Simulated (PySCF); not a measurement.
A structure optimised at PBE0-D3(BJ)/def2-TZVP, used in a PySCF frequency run:

```xyz
4

Bi    -0.4054     0.0315     0.0000
H     -0.5489    -1.2331    -1.2624
H     -0.5489    -1.2331     1.2624
Cl     2.0438    -0.0085     0.0000
```

**Question.** Write its SMILES, formula and point group.

**Answer.** [Cl][BiH2], BiClH2, Cs

**Question.** What are its rotational constants (standard atomic weights)?

**Answer.** 78.802, 2.7242, 2.7240 GHz
